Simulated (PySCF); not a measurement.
**Spinor energies of Tb⁺ (terbium, charge +1)**

Start: [Xe] 4f8 6s2; 4f5/2 filled at m_j = +5/2; 4f7/2 filled at m_j = -5/2, -3/2, -1/2, +1/2, +3/2, +5/2, +7/2. Calculated with PySCF 2.14 in x2c-TZVPall-2c with one added diffuse shell each of s, p, d, f type (12s12p11d5f1g, 147 functions): generalised Hartree-Fock with the X2C-1e Hamiltonian and a Gaussian nucleus; spin-orbit coupling (SO) screened by Boettger's factors. This is a chosen level, not necessarily the ground level.

```
spinor shell  electrons  ε, screened SO (eV)  weight of nominal j (screened SO)  rms radius, screened SO (bohr)
       1s1/2          2             -52261.9                              1.000                          0.0245
       2s1/2          2              -8798.4                              1.000                          0.0989
       2p1/2          2              -8344.8                              1.000                          0.0847
       2p3/2          4              -7593.5                              1.000                          0.0912
       3s1/2          2              -2016.1                              1.000                           0.255
       3p1/2          2              -1818.6                              1.000                           0.246
       3p3/2          4              -1659.7                              1.000                           0.260
       3d3/2          4              -1323.4                              0.996                           0.232
       3d5/2          6              -1288.2                              0.997                           0.236
       4s1/2          2              -436.62                              1.000                           0.575
       4p1/2          2              -358.67                              0.976                           0.591
       4p3/2          4              -320.63                              0.988                           0.620
       4d3/2          4              -194.66                              0.716                           0.668
       4d5/2          6              -178.61                              0.811                           0.675
       5s1/2          2              -71.592                              1.000                            1.40
       5p1/2          2              -47.279                              0.926                            1.56
       5p3/2          4              -41.380                              0.963                            1.67
       4f7/2          7              -32.186                              0.513                           0.893
       4f5/2          1              -24.699                              0.809                           0.951
       6s1/2          2              -11.911                              0.999                            3.90
```

```csv
quantity,screened SO
E (hartree),-11708.65422
M_J,6
⟨J²⟩,42.037
⟨L²⟩,12.352
⟨S²⟩,11.890
```

Each row is a mean over spinors that exchange with the open shell spreads, by up to 16.673 eV (4d5/2).

Rows whose weight is well below 1 are mixtures of j = l ± 1/2: exchange outweighs spin-orbit coupling there, and the label is only the starting occupation.

Breit and QED terms are absent; they matter most for the inner s and p1/2 levels.

Densities and radii are taken from the X2C orbitals without a picture-change correction, which distorts them close to the nucleus.
